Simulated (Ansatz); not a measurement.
Program: Ansatz. Geometries: PBE0-D4/def2-TZVP. ΔE: electronic, gas phase. CBS: MP2 limit from def2 TZ/QZ plus the TZ coupled-cluster correction, frozen cores. This one scheme is used for every species. DFT in def2-TZVPP. B3LYP here is the variant with VWN-RPA as its local correlation; programs differ in this. Triplets are unrestricted, without spin–orbit coupling. For Se outer-core shells are correlated without core-valence functions, which leaves a few kJ/mol of doubt a bond. Scalar relativity is left out up to krypton. Each species was taken in one conformer, which may not be the lowest.

`CO[SiH](C)[SeH]` → `[CH2]` (triplet) + `CO[SiH2][SeH]`  (formal loss of a carbene)

```
             level  ΔE (kJ/mol)  difference from CCSD(T)/CBS
            PBE-D4        501.9                          6.6
         r2SCAN-D4        475.4                        -19.9
           PBE0-D4        493.6                         -1.7
           ωB97X-V        503.8                          8.5
           ωB97M-V        499.1                          3.8
            B2PLYP        483.0                        -12.3
               PBE        493.2                         -2.1
            r2SCAN        473.0                        -22.3
              PBE0        485.9                         -9.4
             B3LYP        473.7                        -21.6
     HF/def2-TZVPP        339.1                       -156.2
    MP2/def2-TZVPP        498.0                          2.7
SCS-MP2/def2-TZVPP        494.2                         -1.1
     HF/def2-QZVPP        338.9                       -156.4
      HF/CBS(def2)        338.9                       -156.4
    CCSD/CBS(def2)        483.2                        -12.1
       CCSD(T)/CBS        495.3                            0
```

Largest T1 diagnostic among the species: 0.011.

From PBE to PBE0 (25 % exact exchange), in def2-TZVPP and without D4, ΔE moves by −7.3 kJ/mol. In def2-TZVPP, CCSD(T) changes the Hartree–Fock value by +143.2 kJ/mol (the triples alone add +12.1 kJ/mol) and MP2 by +158.9 kJ/mol.
